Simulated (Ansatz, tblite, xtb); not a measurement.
**GeSiNH6 (SMILES [SiH3][N][GeH3]): the dipole moment, rung by rung**

The species is GeSiNH6 (9 atoms), meant as a doublet with charge 0. As SMILES, `[SiH3][N][GeH3]`. Geometry: relaxed at PBE0-D4/def2-TZVP.

Each level gives the dipole moment (D). The values are calculated.

```tsv
level	kind	program	value (D)	CPU time
GFN2-xTB	semi-empirical	xtb	1.37	under 2 s
GFN1-xTB	semi-empirical	tblite	1.14	under 2 s
IPEA1-xTB	semi-empirical	tblite	1.87	under 2 s
GFN0-xTB	semi-empirical	xtb	1.81	under 2 s
UHF/STO-3G	Hartree–Fock	Ansatz	1.26	1.8 s
UHF/3-21G	Hartree–Fock	Ansatz	1.52	3.8 s
UHF/6-31G* (spherical functions)	Hartree–Fock	Ansatz	1.31	9.6 s
UHF/def2-SVP	Hartree–Fock	Ansatz	1.25	13 s
UB3LYP/6-31G* (spherical functions)	global hybrid	Ansatz	1.14	24 s
UB3LYP/6-31G* (Cartesian functions)	global hybrid	Ansatz	1.14	26 s
```

All-electron rows without a relativistic Hamiltonian named are non-relativistic. The values span 1.14 to 1.87 D. Sets without polarisation functions give poor dipoles. Without the sets that lack polarisation functions the rows with a basis span only 1.14 to 1.31 D. CPU times are rough (shared hosts, several kinds of processor): they show what a rung costs within a factor of a few.
